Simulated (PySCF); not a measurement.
BH₈OPSi₂.
Atom-mapped SMILES: `[BH2:1][PH:2][SiH2:3][O:4][SiH3:5]` (hydrogens: H6, H7 on B1; H8 on P2; H9, H10 on Si3; H11, H12, H13 on Si5)

Method used: PBE0-D3(BJ)/def2-SVP geometry optimisation, gas phase (PySCF).

Question: Give the optimised bond lengths and angles.

Answer: 
```
                     bond  length (Å)   order
                    B1–P2       1.847  single
                   P2–Si3       2.240  single
                   Si3–O4       1.655  single
                   O4–Si5       1.663  single
             B1–H6, B1–H7       1.206  single
                    P2–H8       1.418  single
          Si3–H9, Si3–H10       1.490  single
Si5–H11, Si5–H12, Si5–H13       1.492  single
```

Bonds in one row agree within 0.01 Å and their mean is given. Orders are formal, as drawn. A selection of angles:
```
      angle  degrees
   P2–B1–H6    120.3
   P2–B1–H7    118.2
   H6–B1–H7    121.0
  B1–P2–Si3    107.6
   B1–P2–H8    108.3
  Si3–P2–H8    106.6
  P2–Si3–O4    110.3
  P2–Si3–H9    112.2
 P2–Si3–H10    104.9
  O4–Si3–H9    107.2
 O4–Si3–H10    111.1
 H9–Si3–H10    111.3
 Si3–O4–Si5    142.3
 O4–Si5–H11    107.9
 O4–Si5–H12    110.1
H11–Si5–H12    109.8
```

Dihedral angles: B1–P2–Si3–O4 160° (antiperiplanar); P2–Si3–O4–Si5 -41° (synclinal). The mirror-image conformer, all signs reversed, is as good.

Si3 (oxygen-bound silicon) is distorted tetrahedral (angles from 104.9° to 112.2°). O4 (siloxane oxygen) is bent (angle 142.3°). Si5 (oxygen-bound silicon) is tetrahedral (angles from 107.9° to 110.2°). B1 (three-coordinate boron) is planar (angles 121.0°, 120.3° and 118.2°, sum 359.6°, 0.05 Å off the plane of its three neighbours). P2 (three-coordinate phosphorus) is pyramidal (angles 108.3°, 107.6° and 106.6°, sum 322.5°, 0.64 Å off the plane of its three neighbours).

Point group: C1 (no symmetry element, even within 0.4 Å). No PBE0-D3(BJ)/def2-SVP frequencies stand behind this structure, so it isn't proved a minimum. The numbers are those of one conformer (H–B1–P2–Si3 143° and -44°, B1–P2–Si3–O4 160°, P2–Si3–O4–Si5 -41°).
